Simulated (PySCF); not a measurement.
SMILES CS/C=C\O, GFN2-xTB optimised geometry.

```
11

C      1.11     1.48    -0.05
S      2.11    -0.04     0.00
C      0.94    -1.35     0.00
C     -0.38    -1.35     0.00
O     -1.18    -0.23     0.00
H      1.81     2.30    -0.05
H      0.51     1.49    -0.95
H      0.48     1.53     0.83
H      1.46    -2.29     0.00
H     -0.90    -2.30     0.00
H     -2.11    -0.50    -0.01
```

Density from PBE/def2-TZVP (PySCF) at that geometry.

Minimum of the electron density along straight lines between bonded atoms, close to the bond critical point (lines longer than 1.1 times the sum of covalent radii, or with two minima, are not listed):

| bond | length / Å | ρ at the minimum / e bohr⁻³ | ∇²ρ there / e bohr⁻⁵ | position (fraction from the first atom) |
|---|---|---|---|---|
| C1–S2 | 1.816 | 0.178 | -0.28 | 0.47 |
| S2–C3 | 1.752 | 0.199 | -0.37 | 0.52 |
| C3–C4 | 1.329 | 0.348 | -1.01 | 0.49 |
| C4–O5 | 1.372 | 0.283 | -0.55 | 0.35 |
| C1–H6 | 1.086 | 0.279 | -0.95 | 0.64 |
| C1–H7 | 1.084 | 0.283 | -0.97 | 0.65 |
| C1–H8 | 1.084 | 0.283 | -0.97 | 0.65 |
| C3–H9 | 1.077 | 0.284 | -0.98 | 0.65 |
| C4–H10 | 1.084 | 0.285 | -0.99 | 0.65 |
| O5–H11 | 0.961 | 0.364 | -2.46 | 0.80 |
